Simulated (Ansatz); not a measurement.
Potential energy surface of H3P (cation, charge +1), doublet: umbrella (inversion) coordinate, bond length relaxed. Scanned: angle between the P-H bonds and the threefold axis (90 = planar). Other coordinates (P-H bond length) were minimised at PBE0/def2-TZVP.

Computed with full CI/def2-SVP, frozen core in Ansatz (an electronic-structure program).

Scanned values (°): 92.59, 95.41, 98.92, 101.34, 105.39, 107.76, 111.49, 113.53, 116.61, 119.68, 123.65, 126.59, 128.98, 132.

Problem. Locate the minima and the barriers on this grid.

Solution. Lower than their neighbours: 105.39° (0.0 kcal/mol). Higher than their neighbours: 92.59° (2.6 kcal/mol, end of the scan), 132° (46.3 kcal/mol, end of the scan). The whole profile spans 46.3 kcal/mol.

The scan ran from 90.0 to 132.0; beyond the range shown the relaxed coordinates jump or full CI changes its symmetry label.
